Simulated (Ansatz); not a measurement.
C2H9NOSi can be A, `C[SiH2]NCO`, or B, `CCO[SiH2]N`.

Isolated molecules relaxed with PBE0-D4/def2-TZVP in Ansatz; ΔE leaves out vibrations. CCSD(T)/CBS is the MP2 limit (def2-TZVPP, def2-QZVPP) plus CCSD(T) − MP2 in def2-TZVPP, frozen cores. DFT in def2-TZVPP. B3LYP here is the variant with VWN-RPA as its local correlation; programs differ in this. One conformer a species, not always the lowest.

A:

```xyz
14

C    -1.3103   -1.7891    0.0568
Si   -1.1004    0.0585    0.2348
N     0.2556    0.7293   -0.5882
C     1.6092    0.6673   -0.1332
O     2.2082    1.9351   -0.0091
H    -0.4356   -2.3221    0.4382
H    -1.4479   -2.0700   -0.9904
H    -2.1843   -2.1321    0.6182
H    -0.9357    0.3726    1.6830
H    -2.3069    0.7435   -0.3039
H     0.1565    1.0759   -1.5296
H     1.6182    0.1325    0.8278
H     2.2583    0.1220   -0.8256
H     1.6152    2.4768    0.5211
```

B:

```xyz
14

C     0.672   -0.900   -2.079
C    -0.152   -0.466   -0.891
O     0.601    0.425   -0.096
Si   -0.032    1.228    1.192
N    -0.580    0.274    2.497
H     1.586   -1.396   -1.747
H     0.952   -0.037   -2.686
H     0.106   -1.595   -2.703
H    -0.446   -1.340   -0.295
H    -1.077    0.022   -1.231
H     1.087    2.086    1.641
H    -1.227    1.996    0.746
H     0.040   -0.253    3.089
H    -1.531   -0.045    2.563
```

Q: Which is lower in electronic energy at CCSD(T)/CBS, and by how much? (Estimate.)

A: The calculation gave: B, by 119.7 kJ/mol.

Q: Give E(B) − E(A) in kJ/mol with PBE0-D4, PBE-D4, CCSD/def2-TZVPP, HF/def2-TZVPP, MP2/def2-TZVPP, B3LYP-D4, r2SCAN-D4. (An estimate is asked.)

A: Computed: PBE0-D4 -108.2, PBE-D4 -103.8, CCSD/def2-TZVPP -119.8, HF/def2-TZVPP -131.2, MP2/def2-TZVPP -120.8, B3LYP-D4 -117.6, r2SCAN-D4 -115.4. None reverses the order clearly.

Largest T1 diagnostic: 0.011.

From PBE to PBE0 (25 % exact exchange), in def2-TZVPP and without D4, E(B) − E(A) moves by −4.3 kJ/mol. In def2-TZVPP, CCSD(T) changes the Hartree–Fock value by +13.5 kJ/mol (the triples alone add +2.1 kJ/mol) and MP2 by +10.4 kJ/mol.
